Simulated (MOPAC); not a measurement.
MOPAC input (MNDO):

```
MNDO PRECISE GNORM=0.05 LET XYZ CHARGE=-1 GEO-OK AUX(PRECISION=9) THREADS=1
HF2Si

Si    0.41461912 1   -0.24657735 1    0.36204208 1
F    -0.92783069 1   -0.92691346 1   -0.41534054 1
F     0.32284718 1    1.29476318 1   -0.33452072 1
H    -0.35981604 1    0.14143532 1    1.68016218 1
```

From the last part of the output:

```
                                                       MOPAC v23.2.5 Linux

          FINAL HEAT OF FORMATION =       -178.05874 KCAL/MOL =    -744.99778 KJ/MOL

          COSMO AREA              =         88.59 SQUARE ANGSTROMS
          COSMO VOLUME            =         74.80 CUBIC ANGSTROMS

          GRADIENT NORM           =          0.03396          =       0.01698 PER ATOM
          IONIZATION POTENTIAL    =          1.232144 EV
          HOMO LUMO ENERGIES (EV) =         -1.232  8.797
          NO. OF FILLED LEVELS    =         10
          MOLECULAR WEIGHT        =         67.0902         POINT GROUP:  Cs

          MOLECULAR DIMENSIONS (Angstroms)

            Atom       Atom       Distance
            F     3    F     2     2.44080
            H     4    F     2     2.02087
            F     3   Si     1     0.74603

          SCF CALCULATIONS        =         10

   ATOM   CHEMICAL          X               Y               Z
  NUMBER   SYMBOL      (ANGSTROMS)     (ANGSTROMS)     (ANGSTROMS)

     1      Si          0.37131867  *  -0.22270234  *   0.37620778  *
     2       F         -0.88536931  *  -0.88759573  *  -0.41759296  *
     3       F          0.31138285  *   1.23826857  *  -0.34024905  *
     4       H         -0.26581990  *   0.08997991  *   1.64003402  *

                             CARTESIAN COORDINATES

   1   Si        0.371318668    -0.222702339     0.376207781
   2    F       -0.885369308    -0.887595734    -0.417592965
   3    F        0.311382848     1.238268566    -0.340249052
   4    H       -0.265819901     0.089979912     1.640034021

           Empirical Formula: H Si F2  =     4 atoms

      MOLECULAR POINT GROUP   :   Cs

                  EIGENVALUES
 -37.63536 -34.15699 -10.70101  -9.59957  -9.20148  -8.71341  -8.24478  -8.08979
  -6.61415  -1.23214   8.79707  10.08755  11.52574

              NET ATOMIC CHARGES AND DIPOLE CONTRIBUTIONS

  ATOM NO.   TYPE          CHARGE      No. of ELECS.   s-Pop       p-Pop
    1         Si           0.590350        3.4096     1.45019     1.95946
    2          F          -0.551569        7.5516     1.87944     5.67213
    3          F          -0.551556        7.5516     1.87942     5.67213
    4          H          -0.487226        1.4872     1.48723
 DIPOLE           X         Y         Z       TOTAL
 POINT-CHG.     3.142    -1.735    -0.920     3.706
 HYBRID        -3.483     1.957     0.089     3.996
 SUM           -0.340     0.222    -0.830     0.924

          ATOMIC ORBITAL ELECTRON POPULATIONS

     Atom    s        px        py        pz
    1 Si   1.45019   0.94898   0.56079   0.44968
    2  F   1.87944   1.82086   1.93989   1.91138
    3  F   1.87942   1.98336   1.76650   1.92227
    4  H   1.48723

 **********************
 *                    *
 * JOB ENDED NORMALLY *
 *                    *
 **********************

 == MOPAC DONE ==
```

The dipole moment of an ion depends on the origin.
